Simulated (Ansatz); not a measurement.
`SBBCl` + `[OH][AlH][Cl]` → `SB[O][AlH][Cl]` + `BCl`  (cleavage of the B–B bond)

Calculated with Ansatz (gas phase, PBE0-D4/def2-TZVP geometries, no zero-point term in ΔE). CBS: MP2 limit from def2 TZ/QZ plus the TZ coupled-cluster correction, frozen cores. This one scheme is used for every species. DFT in def2-TZVPP. One conformer a species, not always the lowest.

```tsv
species	ωB97M-V energy (Eh)
`SBBCl`	-909.89920
`[OH][AlH][Cl]`	-779.17665
`SB[O][AlH][Cl]`	-1202.88256
`BCl`	-486.24436
```

**Question.** Work out ΔE.

**Answer.** ΔE = (-1202.88256) + (-486.24436) − (-909.89920) − (-779.17665) = -0.05107 Eh = -134.1 kJ/mol. CCSD(T)/CBS gives -131.1 kJ/mol.

Largest T1 diagnostic among the species: 0.015.

From BLYP to BHLYP (50 % exact exchange), in def2-TZVPP and without D4, ΔE moves by −12.7 kJ/mol. Leaving LDA and LC-ωPBE aside and taking each functional with its dispersion term where it has one, the values, not all of them listed here, spread over 26.2 kJ/mol, from BHLYP-D4 to revPBE-D4. LDA lies −3.7 kJ/mol from PBE without D4. At CCSD(T), def2-SVP lies −19.8 kJ/mol from the extrapolated value and def2-TZVPP −2.1 kJ/mol.
